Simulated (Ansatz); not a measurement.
Q: Name a neutral molecule of C, O, Si and H with HOMO–LUMO gap (PBE/def2-TZVPP) between 3.20 and 3.50 eV and size of the dipole moment (PBE/def2-TZVPP) between 2.10 and 2.40 D (Ansatz, PBE0-D4/def2-TZVP geometry).

A: `O[SiH]1C[SiH2]1` (3.41 eV, 2.26 D). Other molecules can fit too; these were computed, each in one conformer that needn't be the lowest.
